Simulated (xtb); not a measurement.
xtb input file for Ga(H)(Me)2 (C₂H₇Ga), SMILES [CH3][GaH][CH3], GFN2-xTB. 

```
$ xtb mol.xyz --gfn 2 --sp --chrg 0 --uhf 0 --json
$ cat mol.xyz
10

Ga    -0.20716257    -0.24292319     0.05606185
H     -1.23209590    -1.43827371     0.31431169
C      1.70085045    -0.48241743     0.71758039
H      1.78111469    -1.27797094     1.46355762
H      2.07238619     0.44528347     1.16421910
H      2.37231393    -0.73361517    -0.10932030
C     -0.92849665     1.38601407    -0.92264327
H     -1.74337453     1.86045668    -0.36759196
H     -1.32307846     1.12169372    -1.90817905
H     -0.13934898     2.13146479    -1.06453714
```

Log of the run:

```
[banner left out]
          |                Calculation Setup                |
           -------------------------------------------------



           -------------------------------------------------
          |                 G F N 2 - x T B                 |
           -------------------------------------------------

        Reference                      10.1021/acs.jctc.8b01176
      * Hamiltonian:
        H0-scaling (s, p, d)           1.850000    2.230000    2.230000
        zeta-weighting                 0.500000
      * Dispersion:
        s8                             2.700000
        a1                             0.520000
        a2                             5.000000
        s9                             5.000000
      * Repulsion:
        kExp                           1.500000    1.000000
        rExp                           1.000000
      * Coulomb:
        alpha                          2.000000
        third order                    shell-resolved
        anisotropic                    true
        a3                             3.000000
        a5                             4.000000
        cn-shift                       1.200000
        cn-exp                         4.000000
        max-rad                        5.000000


          ...................................................
          :                      SETUP                      :
          :.................................................:
          :  # basis functions                  25          :
          :  # atomic orbitals                  24          :
          :  # shells                           14          :
          :  # electrons                        18          :
          :  max. iterations                   250          :
          :  Hamiltonian                  GFN2-xTB          :
          :  restarted?                      false          :
          :  GBSA solvation                  false          :
          :  PC potential                    false          :
          :  electronic temp.          300.0000000     K    :
          :  accuracy                    1.0000000          :
          :  -> integral cutoff          0.2500000E+02      :
          :  -> integral neglect         0.1000000E-07      :
          :  -> SCF convergence          0.1000000E-05 Eh   :
          :  -> wf. convergence          0.1000000E-03 e    :
          :  Broyden damping             0.4000000          :
          :  net charge                          0          :
          :  unpaired electrons                  0          :
          ...................................................

 iter      E             dE          RMSdq      gap      omega  full diag
   1     -9.0707062 -0.907071E+01  0.139E+01    4.74       0.0  T
   2     -9.1048763 -0.341701E-01  0.833E+00    5.01       1.0  T
   3     -9.1022340  0.264231E-02  0.286E+00    4.69       1.0  T
   4     -9.1082131 -0.597908E-02  0.374E-01    4.94       1.0  T
   5     -9.1086950 -0.481926E-03  0.110E-01    4.95       1.0  T
   6     -9.1087081 -0.130682E-04  0.469E-02    4.95       1.0  T
   7     -9.1087070  0.105851E-05  0.359E-02    4.94       1.0  T
   8     -9.1087093 -0.227372E-05  0.756E-03    4.94       4.2  T
   9     -9.1087093 -0.741500E-07  0.225E-03    4.94      14.0  T
  10     -9.1087093  0.221607E-08  0.138E-03    4.94      23.0  T
  11     -9.1087093 -0.338776E-08  0.634E-05    4.94     498.4  T
  12     -9.1087093 -0.114575E-11  0.187E-05    4.94    1695.3  T

   *** convergence criteria satisfied after 12 iterations ***

         #    Occupation            Energy/Eh            Energy/eV
      -------------------------------------------------------------
         1        2.0000           -0.5862663             -15.9531
       ...           ...                  ...                  ...
         3        2.0000           -0.5283199             -14.3763
         4        2.0000           -0.4718116             -12.8386
         5        2.0000           -0.4698401             -12.7850
         6        2.0000           -0.4682946             -12.7429
         7        2.0000           -0.4674251             -12.7193
         8        2.0000           -0.3959876             -10.7754
         9        2.0000           -0.3891919             -10.5905 (HOMO)
        10                         -0.2075024              -5.6464 (LUMO)
        11                         -0.1647162              -4.4822
        12                         -0.0249275              -0.6783
        13                         -0.0139935              -0.3808
        14                          0.0093605               0.2547
       ...                                ...                  ...
        24                          1.2378509              33.6836
      -------------------------------------------------------------
                  HL-Gap            0.1816895 Eh            4.9440 eV
             Fermi-level           -0.2983472 Eh           -8.1184 eV

 SCC (total)                   0 d,  0 h,  0 min,  0.005 sec
 SCC setup                      ...        0 min,  0.000 sec (  1.868%)
 Dispersion                     ...        0 min,  0.000 sec (  0.984%)
 classical contributions        ...        0 min,  0.000 sec (  0.470%)
 integral evaluation            ...        0 min,  0.001 sec ( 14.368%)
 iterations                     ...        0 min,  0.003 sec ( 52.518%)
 molecular gradient             ...        0 min,  0.001 sec ( 27.192%)
 printout                       ...        0 min,  0.000 sec (  2.394%)

         :::::::::::::::::::::::::::::::::::::::::::::::::::::
         ::                     SUMMARY                     ::
         :::::::::::::::::::::::::::::::::::::::::::::::::::::
         :: total energy              -8.998231725808 Eh    ::
         :: gradient norm              0.000221912741 Eh/a0 ::
         :: HOMO-LUMO gap              4.944023691962 eV    ::
         ::.................................................::
         :: SCC energy                -9.108705017240 Eh    ::
         :: -> isotropic ES            0.013851618819 Eh    ::
         :: -> anisotropic ES          0.001454929263 Eh    ::
         :: -> anisotropic XC          0.003841779649 Eh    ::
         :: -> dispersion             -0.003809543879 Eh    ::
         :: repulsion energy           0.110473291432 Eh    ::
         :: add. restraining           0.000000000000 Eh    ::
         :: total charge              -0.000000000000 e     ::
         :::::::::::::::::::::::::::::::::::::::::::::::::::::

           -------------------------------------------------
          |                Property Printout                |
           -------------------------------------------------

    * Orbital Energies and Occupations

         #    Occupation            Energy/Eh            Energy/eV
      -------------------------------------------------------------
         1        2.0000           -0.5862663             -15.9531
         2        2.0000           -0.5772296             -15.7072
         3        2.0000           -0.5283199             -14.3763
         4        2.0000           -0.4718116             -12.8386
         5        2.0000           -0.4698401             -12.7850
         6        2.0000           -0.4682946             -12.7429
         7        2.0000           -0.4674251             -12.7193
         8        2.0000           -0.3959876             -10.7754
         9        2.0000           -0.3891919             -10.5905 (HOMO)
        10                         -0.2075024              -5.6464 (LUMO)
        11                         -0.1647162              -4.4822
        12                         -0.0249275              -0.6783
        13                         -0.0139935              -0.3808
        14                          0.0093605               0.2547
        15                          0.0673149               1.8317
        16                          0.1629912               4.4352
        17                          0.1751047               4.7648
        18                          0.1960204               5.3340
        19                          0.2030906               5.5264
        20                          0.2192387               5.9658
       ...                                ...                  ...
        24                          1.2378509              33.6836
      -------------------------------------------------------------
                  HL-Gap            0.1816895 Eh            4.9440 eV
             Fermi-level           -0.2983472 Eh           -8.1184 eV

     #   Z          covCN         q      C6AA      α(0)
     1  31 Ga       2.599     0.064   217.122    33.044
     2   1 H        0.891    -0.102     5.654     3.721
     3   6 C        3.626    -0.165    24.199     7.087
     4   1 H        0.924     0.067     2.122     2.278
     5   1 H        0.924     0.060     2.203     2.321
     6   1 H        0.924     0.058     2.220     2.330
     7   6 C        3.626    -0.166    24.212     7.089
     8   1 H        0.924     0.061     2.184     2.311
     9   1 H        0.924     0.061     2.182     2.310
    10   1 H        0.924     0.061     2.190     2.314

 Mol. C6AA /au·bohr⁶  :       1246.275313
 Mol. C8AA /au·bohr⁸  :      59872.872675
 Mol. α(0) /au        :         64.806559


Wiberg/Mayer (AO) data.
largest (>0.10) Wiberg bond orders for each atom

 ---------------------------------------------------------------------------
     #   Z sym  total        # sym  WBO       # sym  WBO       # sym  WBO
 ---------------------------------------------------------------------------
     1  31 Ga   3.043 --     3 C    0.942     7 C    0.942     2 H    0.774
     2   1 H    0.990 --     1 Ga   0.774     7 C    0.106     3 C    0.106
     3   6 C    3.963 --     1 Ga   0.942     6 H    0.930     4 H    0.929
                             5 H    0.929     7 C    0.123     2 H    0.106
     4   1 H    0.996 --     3 C    0.929
     5   1 H    0.996 --     3 C    0.929
     6   1 H    0.997 --     3 C    0.930
     7   6 C    3.962 --     1 Ga   0.942     9 H    0.930     8 H    0.929
                            10 H    0.929     3 C    0.123     2 H    0.106
     8   1 H    0.996 --     7 C    0.929
     9   1 H    0.996 --     7 C    0.930
    10   1 H    0.996 --     7 C    0.929
 ---------------------------------------------------------------------------

Topologies differ in total number of bonds
Writing topology from bond orders to xtbtopo.mol

molecular dipole:
                 x           y           z       tot (Debye)
 q only:        0.321       0.364      -0.072
   full:        0.381       0.433      -0.089       1.485
molecular quadrupole (traceless):
                xx          xy          yy          xz          yz          zz
 q only:        0.346      -1.798      -0.537       1.081      -0.463       0.191
  q+dip:        1.013      -2.290      -0.483       1.835      -1.229      -0.530
   full:       -0.790      -2.576      -1.399       0.180       1.141       2.189


           -------------------------------------------------
          | TOTAL ENERGY               -8.998231725808 Eh   |
          | GRADIENT NORM               0.000221912741 Eh/α |
          | HOMO-LUMO GAP               4.944023691962 eV   |
           -------------------------------------------------

------------------------------------------------------------------------
------------------------------------------------------------------------
 total:
 SCF:
Note: The following floating-point exceptions are signalling: IEEE_UNDERFLOW_FLAG IEEE_DENORMAL
normal termination of xtb
```

The calculation finished and met its thresholds.

Cost: about 0.03 core-seconds (a rough figure).
